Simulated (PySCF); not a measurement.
Job file and geometry (Å, from PBE0-D3(BJ)/def2-SVP) of an NMR shielding run on `[B-]([O+](CC)CC)(F)(F)F`, C4H10BF3O, GIAO BP86/pcSseg-2 NMR shielding, non-relativistic, gas phase in PySCF; density fitting, a coarse starting grid and PySCF grid level 2 are the driver's defaults:

```
{"job": {"kind": "nmr", "xc": "BP86", "basis": "pcSseg-2", "pop": false}, "charge": 0, "multiplicity": 1}
C      2.038776    -0.715004    -1.083754
C      1.106146    -0.578762     0.091555
O      0.067664     0.373743    -0.194041
C     -1.192443    -0.128763    -0.667230
C     -2.090129    -0.580121     0.458257
B      0.124145     1.792987     0.654735
F     -0.030094     1.410564     1.952897
F     -0.918756     2.490531     0.137666
F      1.361268     2.263133     0.356013
H      2.843301    -1.425371    -0.842181
H      1.515791    -1.085113    -1.978485
H      2.488837     0.260150    -1.315587
H      0.627896    -1.531747     0.366058
H      1.622668    -0.198756     0.982050
H     -1.637520     0.701321    -1.228906
H     -0.963166    -0.940938    -1.373999
H     -2.323651     0.259916     1.125718
H     -3.031440    -0.968540     0.041798
H     -1.628894    -1.380712     1.055604
```

Q: What does the program print?

A: 
```
coarse grid: 15976 points
cycle   1  E = -558.2780966877  dE =  7.521e-01  |g| = 1.070e+00  |ddm| = 2.725e+00
cycle   2  E = -557.9467818961  dE =  3.313e-01  |g| = 1.818e+00  |ddm| = 1.534e+00
cycle   3  E = -558.4671757972  dE = -5.204e-01  |g| = 1.155e-01  |ddm| = 9.925e-01
cycle   4  E = -558.4692606948  dE = -2.085e-03  |g| = 5.262e-02  |ddm| = 9.608e-02
cycle   5  E = -558.4698840015  dE = -6.233e-04  |g| = 9.570e-03  |ddm| = 3.607e-02
cycle   6  E = -558.4699014602  dE = -1.746e-05  |g| = 3.192e-03  |ddm| = 7.680e-03
cycle   7  E = -558.4699029468  dE = -1.487e-06  |g| = 1.506e-03  |ddm| = 2.239e-03
final grid: 155784 points
cycle   8  E = -558.4579167969  dE = -4.029e-04  |g| = 1.562e-02  |ddm| = 1.099e-01
cycle   9  E = -558.4578378890  dE =  7.891e-05  |g| = 2.697e-02  |ddm| = 1.782e-02
cycle  10  E = -558.4579519332  dE = -1.140e-04  |g| = 3.398e-03  |ddm| = 1.211e-02
cycle  11  E = -558.4579538650  dE = -1.932e-06  |g| = 1.268e-03  |ddm| = 2.570e-03
cycle  12  E = -558.4579541122  dE = -2.472e-07  |g| = 1.905e-04  |ddm| = 7.329e-04
cycle  13  E = -558.4579540785  dE =  3.371e-08  |g| = 7.867e-05  |ddm| = 1.653e-04
cycle  14  E = -558.4579540738  dE =  4.726e-09  |g| = 2.107e-05  |ddm| = 4.939e-05
cycle  15  E = -558.4579540738  dE = -8.595e-11  |g| = 4.959e-06  |ddm| = 1.864e-05
converged SCF energy = -558.4579540738

GIAO shielding tensors (ppm)
atom      isotropic    diamagn.    paramagn.     s11        s22        s33       span
  0 C      164.273     239.884     -75.611    145.578    167.049    180.192     34.614
  1 C      108.381     245.419    -137.038     73.177     89.324    162.642     89.465
  2 O      244.035     398.741    -154.706    195.347    238.478    298.281    102.934
  3 C      107.002     243.644    -136.643     70.175     88.846    161.984     91.810
  4 C      166.393     241.527     -75.133    149.239    171.218    178.723     29.483
  5 B       93.341     191.308     -97.967     80.757     98.526    100.741     19.984
  6 F      323.322     468.456    -145.134    266.185    337.356    366.425    100.240
  7 F      329.386     468.377    -138.991    296.939    334.558    356.661     59.722
  8 F      327.286     466.910    -139.624    265.953    340.779    375.127    109.175
  9 H       30.341      28.093       2.248     26.333     27.116     37.573     11.240
 10 H       30.019      30.115      -0.095     25.844     29.219     34.995      9.151
 11 H       29.664      29.117       0.548     25.103     29.511     34.380      9.277
 12 H       27.633      33.289      -5.656     22.324     28.939     31.636      9.312
 13 H       26.774      32.108      -5.334     22.154     27.908     30.261      8.108
 14 H       26.664      31.026      -4.362     22.818     26.310     30.864      8.046
 15 H       27.617      32.422      -4.805     21.933     28.738     32.180     10.248
 16 H       29.397      29.713      -0.316     24.721     29.893     33.576      8.855
 17 H       30.490      28.332       2.157     26.444     27.172     37.853     11.409
 18 H       29.949      30.904      -0.955     26.068     29.318     34.460      8.393
```

Size and cost of the density-fitted run: 464 basis functions, of the order of 2.2 core-minutes.
